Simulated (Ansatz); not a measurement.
```xyz
3

Cr    0.0000    0.0000    0.0000
P     0.0000    2.9422    0.0000
S     0.0000   -2.9182    0.0000
```

Basis set: pcseg-2 (spherical functions). Charge 0, multiplicity 2.

Computed with Ansatz (development build ahead of 0.2.0); each method stands on the lowest determinant of its kind that the runs found. Restricted functionals stand beside restricted open-shell atoms, which can lie above the unrestricted atoms usual in DFT and then raise those values.

The atomization energy at this shape (free ground-state atoms in the same class of orbitals less the molecule, no zero-point energy) of doublet CrPS:

```tsv
method	atomization energy
ωB97X (unrestricted)	2.73 eV
```

(1) What does ωB97X (restricted open-shell) give?

Results:

(1) -1.78 eV. Caution: another spin multiplicity may lie lower. Caution for ωB97X (unrestricted): the unrestricted determinant is a mixture of spin states. Caution for ωB97X (restricted open-shell): an unrestricted determinant lies well below; the molecule lies well above its atoms at this level.

The shape needn't be a minimum at these levels.
